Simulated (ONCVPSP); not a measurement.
# Logarithmic derivatives: beryllium, ONCV

ONCVPSP 4.0.1 input, shortened (lines: element, Z, core and valence counts, functional; n l f; lmax; l rc ep ncon nbas qcut; lloc lpopt rc5 dvloc0; l nproj debl; icmod fcfact rcfact), LDA (Perdew-Wang 92), scalar-relativistic:

```
  Be 4.00    1    1  -001012      upf
    1    0    2.00
    2    0    2.00
    1
    0    2.25    0.00    3    7    3.40
    1    2.20    0.09    4    7    3.00
    4    5    2.00    6.00
    0    1    2.50
    1    1    0.40
    3    2.00    1.30
```

In the p channel the program set the typed energies aside and used 0.050 Ha.

The phase is arctan(r·R′/R) of the radial function R(r), unwrapped; energies in Ha, scanned from -2 to 5 Ha. A pole is an energy at which the radial function vanishes at the test radius. The pseudo phase is shifted by a multiple of π to meet the all-electron one at the reference energy, and phase errors are pseudo minus all-electron; the curves can meet again beyond the range given. Levels narrower than the energy grid can be missing from the lists of poles.

```csv
channel,radius (bohr),reference energy (Ha),"poles, all-electron","poles, pseudo",unbroken range about the reference energy with phases within 0.05 rad,phase error 1 Ha above the reference energy (rad)
s,2.29,-0.21,"0.66, 4.69",0.67,below 1.6,+0.005
p,2.24,0.05,"0.67, 4.00",0.73,below 0.9,+0.072
```

Phases in the s channel:

```json
{"E (Ha)": "-1.98", "all-electron": "1.244", "pseudo": "1.244"}
{"E (Ha)": "-1.80", "all-electron": "1.216", "pseudo": "1.216"}
{"E (Ha)": "-1.62", "all-electron": "1.180", "pseudo": "1.180"}
{"E (Ha)": "-1.44", "all-electron": "1.133", "pseudo": "1.134"}
{"E (Ha)": "-1.26", "all-electron": "1.069", "pseudo": "1.069"}
{"E (Ha)": "-1.08", "all-electron": "0.975", "pseudo": "0.975"}
{"E (Ha)": "-0.90", "all-electron": "0.824", "pseudo": "0.825"}
{"E (Ha)": "-0.72", "all-electron": "0.562", "pseudo": "0.563"}
{"E (Ha)": "-0.54", "all-electron": "0.096", "pseudo": "0.097"}
{"E (Ha)": "-0.36", "all-electron": "-0.511", "pseudo": "-0.510"}
{"E (Ha)": "-0.18", "all-electron": "-0.956", "pseudo": "-0.956"}
{"E (Ha)": "0.00", "all-electron": "-1.207", "pseudo": "-1.207"}
{"E (Ha)": "0.18", "all-electron": "-1.356", "pseudo": "-1.355"}
{"E (Ha)": "0.36", "all-electron": "-1.455", "pseudo": "-1.453"}
{"E (Ha)": "0.54", "all-electron": "-1.529", "pseudo": "-1.526"}
{"E (Ha)": "0.72", "all-electron": "-1.589", "pseudo": "-1.585"}
{"E (Ha)": "0.90", "all-electron": "-1.645", "pseudo": "-1.639"}
{"E (Ha)": "1.08", "all-electron": "-1.701", "pseudo": "-1.691"}
{"E (Ha)": "1.26", "all-electron": "-1.763", "pseudo": "-1.747"}
{"E (Ha)": "1.44", "all-electron": "-1.841", "pseudo": "-1.813"}
{"E (Ha)": "1.62", "all-electron": "-1.950", "pseudo": "-1.901"}
{"E (Ha)": "1.80", "all-electron": "-2.128", "pseudo": "-2.028"}
{"E (Ha)": "1.98", "all-electron": "-2.464", "pseudo": "-2.241"}
{"E (Ha)": "2.16", "all-electron": "-3.092", "pseudo": "-2.636"}
{"E (Ha)": "2.34", "all-electron": "-3.750", "pseudo": "-3.266"}
{"E (Ha)": "2.52", "all-electron": "-4.113", "pseudo": "-3.818"}
{"E (Ha)": "2.70", "all-electron": "-4.299", "pseudo": "-4.123"}
{"E (Ha)": "2.88", "all-electron": "-4.407", "pseudo": "-4.291"}
{"E (Ha)": "3.06", "all-electron": "-4.478", "pseudo": "-4.392"}
{"E (Ha)": "3.24", "all-electron": "-4.528", "pseudo": "-4.461"}
{"E (Ha)": "3.42", "all-electron": "-4.566", "pseudo": "-4.510"}
{"E (Ha)": "3.60", "all-electron": "-4.597", "pseudo": "-4.548"}
{"E (Ha)": "3.78", "all-electron": "-4.622", "pseudo": "-4.577"}
{"E (Ha)": "3.96", "all-electron": "-4.644", "pseudo": "-4.602"}
{"E (Ha)": "4.14", "all-electron": "-4.663", "pseudo": "-4.623"}
{"E (Ha)": "4.32", "all-electron": "-4.680", "pseudo": "-4.641"}
{"E (Ha)": "4.50", "all-electron": "-4.696", "pseudo": "-4.658"}
{"E (Ha)": "4.68", "all-electron": "-4.712", "pseudo": "-4.673"}
{"E (Ha)": "4.86", "all-electron": "-4.727", "pseudo": "-4.687"}
```
